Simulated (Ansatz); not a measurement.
Cost and result for the atomization energy of `C=[C](C)[InH2]` (11 atoms, 10 bonds).

```tsv
atom	x (Å)	y (Å)	z (Å)
C1	-0.839	1.290	0.034
C2	-0.045	0.218	0.041
C3	1.353	0.288	0.574
In4	-0.867	-1.605	-0.744
H5	-1.855	1.264	-0.347
H6	-0.498	2.255	0.414
H7	1.498	-0.412	1.402
H8	1.602	1.293	0.931
H9	2.085	0.009	-0.191
H10	-2.493	-1.537	-1.324
H11	0.060	-3.062	-0.790
```

The species carries charge 0 and has multiplicity 1. Correlated methods include outer-core shells of In, which these sets cover unevenly. In: def2 effective core potential. The structure was optimised at the PBE0-D4/def2-TZVP level. Program: Ansatz. All runs use 4 threads of an Arm Neoverse V2 on a shared host. Times are those of one run each, without the atoms' runs, and a repeat can differ threefold. Electronic energies, without spin–orbit coupling; frozen cores. CCSD(T)/CBS adds CCSD(T) − MP2 in def2-TZVPP to the MP2 limit, and its time is that of the two runs behind it. T1 = 0.013. With those shells the extrapolation isn't a true limit. B3LYP takes the VWN-RPA correlation (the form of Gaussian; ORCA's B3LYP/G).

CCSD(T)/CBS is a level of theory with its own doubt, some kJ/mol a heavy atom from the limit and from the frozen cores, so smaller differences don't rank the functionals.

| level | functions | wall time | atomization (kJ/mol) | difference from CCSD(T)/CBS | per bond |
| --- | --- | --- | --- | --- | --- |
| revPBE-D4/def2-TZVPP | 241 | 2.2 s | 3810.3 | -32.3 | -3.2 |
| BLYP-D4/def2-TZVPP | 241 | 2.5 s | 3808.9 | -33.7 | -3.4 |
| PBE-D4/def2-TZVPP (with forces) | 241 | 2.7 s | 3895.1 | 52.5 | 5.2 |
| B3LYP-D4/def2-TZVPP (with forces) | 241 | 5 s | 3831.8 | -10.8 | -1.1 |
| r2SCANh-D4/def2-TZVPP | 241 | 5.5 s | 3828.9 | -13.7 | -1.4 |
| PBE-QIDH/def2-TZVPP | 241 | 6.5 s | 3826.3 | -16.3 | -1.6 |
| CCSD(T)/def2-SVP | 103 | 6.5 s | 3677.7 | -164.9 | -16.5 |
| ωB97X-V/def2-TZVPP | 241 | 8 s | 3848.9 | 6.3 | 0.6 |
| B97M-V/def2-TZVPP | 241 | 10 s | 3858.5 | 15.9 | 1.6 |
| ωB97M-V/def2-TZVPP (with forces) | 241 | 12 s | 3850.5 | 7.9 | 0.8 |
| MP2/def2-QZVPP | 463 | 22 s | 3826.6 | -16.0 | -1.6 |
| CCSD(T)/def2-TZVPP | 241 | 2.8 min | 3764.2 | -78.4 | -7.8 |
| CCSD(T)/CBS(def2) | – | 3.1 min | 3842.6 | 0.0 | 0.0 |

In def2-TZVPP, CCSD(T) changes the Hartree–Fock value by +908.3 kJ/mol (the triples alone add +52.9 kJ/mol) and MP2 by +924.5 kJ/mol; breaking electron pairs costs correlation energy, which Hartree–Fock lacks. From BLYP to BHLYP (50 % exact exchange), in def2-TZVPP and without D4, the atomization energy moves by −40.9 kJ/mol: exact exchange takes away binding that semilocal exchange gives to molecules. Leaving LDA and LC-ωPBE aside and taking each functional with its dispersion term where it has one, the values, not all of them listed here, spread over 145.8 kJ/mol, from BHLYP-D4 to PBE-D4. LDA lies +482.5 kJ/mol from PBE without D4, its usual overbinding.

Spin–orbit coupling would lower the free In atoms strongly, and the atomization energy with them, by more than many differences here.
